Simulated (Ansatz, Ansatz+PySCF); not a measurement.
```json
{"atom": "Be", "x (Å)": "0.0000", "y (Å)": "0.0000", "z (Å)": "0.0000"}
{"atom": "Be", "x (Å)": "1.2209", "y (Å)": "1.6278", "z (Å)": "3.5243"}
```

Basis set: STO-3G (spherical functions). All electrons are correlated. Charge 0, multiplicity 1.

Computed with Ansatz (development build ahead of 0.2.0); the reference of a correlated method needn't be the lowest determinant of its kind. Restricted open shells among the atoms or ions are ROHF, correlated in semicanonical orbitals with singles.

Give the atomization energy at this shape (free ground-state atoms in the same class of orbitals less the molecule, no zero-point energy) of singlet Be2 by full CI (lowest root of this spin), RHF-CCSD(T), RHF-CCSD.

| method | atomization energy |
| --- | --- |
| full CI (lowest root of this spin) | 0.4 kJ/mol |
| RHF-CCSD(T) | 0.3 kJ/mol |
| RHF-CCSD | 0.2 kJ/mol |

This basis has no polarisation functions and is too small for such energies, which can lie far from measured ones in either direction.
